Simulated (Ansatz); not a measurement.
Reaction (SMILES): N[SiH2]O[SiH2]N + O (H2O) + 2 [SiH4] (SiH4) -> 2 N[SiH3] + 2 O[SiH3] [hydroxysilane]
Each molecule is optimised on its own at B3LYP-D3(BJ)/def2-TZVP (Ansatz, a first-principles code), one conformer each, not searched for the lowest.

Wanted: bond separation energy (electronic energy difference), in eV. Correlated levels leave the core frozen unless marked. No spin-orbit coupling. Non-relativistic. Basis-set limits of correlation are two-point, X^-3; Hartree-Fock from the larger set.

| level | program | bond separation energy (eV) | minus last row |
|---|---|---|---|
| HF/6-31G | Ansatz | 1.27 | 0.50 |
| HF/aug-cc-pV(T+d)Z | Ansatz | 0.69 | -0.08 |
| HF/cc-pwCVTZ | Ansatz | 0.67 | -0.10 |
| wB97M-V/def2-TZVPD | Ansatz | 0.78 | 0.01 |
| RPA@PBE/cc-pV(T+d)Z | Ansatz | 0.72 | -0.05 |
| CCSD(T)/STO-3G | Ansatz | 0.64 | -0.13 |
| CCSD(T)/CBS(cc-pV(T+d)Z,cc-pV(Q+d)Z) | Ansatz | 0.77 | 0.00 |
